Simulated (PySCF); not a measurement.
## Core binding energy against partial charge

Compound: C7H7NO.
SMILES with atom numbers: `[CH3:1][C:2](=[O:3])[c:4]1[cH:5][cH:6][cH:7][n:8][cH:9]1`

Structure used (PBE0-D3(BJ)/def2-SVP), in Å, numbered top down from 1:
```xyz
16
C7H7NO angstrom
C     -2.600   -0.010    0.559
C     -1.493   -0.677   -0.215
O     -1.697   -1.665   -0.884
C     -0.116   -0.095   -0.141
C      0.906   -0.698   -0.882
C      2.186   -0.168   -0.818
C      2.398    0.952   -0.010
N      1.439    1.538    0.701
C      0.214    1.024    0.634
H     -2.389   -0.039    1.640
H     -3.540   -0.537    0.357
H     -2.700    1.049    0.274
H      0.660   -1.572   -1.491
H      3.012   -0.607   -1.380
H      3.398    1.396    0.064
H     -0.550    1.531    1.233
```

Binding energies: delta-SCF UKS SCAN, pcX-2 on the ionised atom, pcseg-1 elsewhere, spin-free X2C in PySCF 2.14.0. Charges: PBE0/pcSseg-1 ground-state density, for the ionised atom.

```json
{"atom": "C6", "environment": "aromatic CH carbon", "C 1s (eV)": "290.87", "Mulliken (e)": "-0.162", "IAO (e)": "-0.178", "Hirshfeld (e)": "-0.047", "ESP (e)": "-0.643"}
{"atom": "C4", "environment": "substituted aromatic carbon", "C 1s (eV)": "290.88", "Mulliken (e)": "-0.464", "IAO (e)": "-0.095", "Hirshfeld (e)": "-0.027", "ESP (e)": "-0.606"}
{"atom": "C5", "environment": "aromatic CH carbon", "C 1s (eV)": "291.02", "Mulliken (e)": "+0.110", "IAO (e)": "-0.093", "Hirshfeld (e)": "-0.019", "ESP (e)": "+0.369"}
{"atom": "C1", "environment": "methyl carbon next to a carbonyl", "C 1s (eV)": "291.13", "Mulliken (e)": "-0.268", "IAO (e)": "-0.470", "Hirshfeld (e)": "-0.120", "ESP (e)": "-0.505"}
{"atom": "C7", "environment": "aromatic CH next to a ring nitrogen", "C 1s (eV)": "291.54", "Mulliken (e)": "+0.152", "IAO (e)": "+0.006", "Hirshfeld (e)": "+0.029", "ESP (e)": "+0.563"}
{"atom": "C9", "environment": "aromatic CH next to a ring nitrogen", "C 1s (eV)": "291.58", "Mulliken (e)": "+0.255", "IAO (e)": "-0.002", "Hirshfeld (e)": "+0.023", "ESP (e)": "+0.557"}
{"atom": "C2", "environment": "ketone carbonyl carbon", "C 1s (eV)": "293.31", "Mulliken (e)": "+0.274", "IAO (e)": "+0.381", "Hirshfeld (e)": "+0.162", "ESP (e)": "+0.713"}
```

Question: Give the correlation coefficient and slope of binding energy on charge for each scheme.

Answer: Hirshfeld: r = 0.88, slope 8.7 eV per e; IAO: r = 0.82, slope 2.8 eV per e; ESP: r = 0.68, slope 0.9 eV per e; Mulliken: r = 0.65, slope 2.0 eV per e. Hirshfeld charges have the highest r, on only 7 points.

Question: The point-charge model writes a binding energy as kq + V + constant, with V the potential of the other atoms' charges at the site. What does it give with the IAO charges?

Answer: V = Σ 14.40 eV Å × q/r over all other atoms: +1.78 eV at C6, +0.63 eV at C4, +0.45 eV at C5, +7.47 eV at C1, -1.24 eV at C7, -0.95 eV at C9, -6.64 eV at C2. Fitting binding energy − V to q gives k = 19.2 eV per e and leaves an rms residual of 0.21 eV, against 0.46 eV for the fit on q alone. The model has no term for differences in relaxation between sites.

Geometry: PBE0-D3(BJ)/def2-SVP, one conformer, isolated molecule.
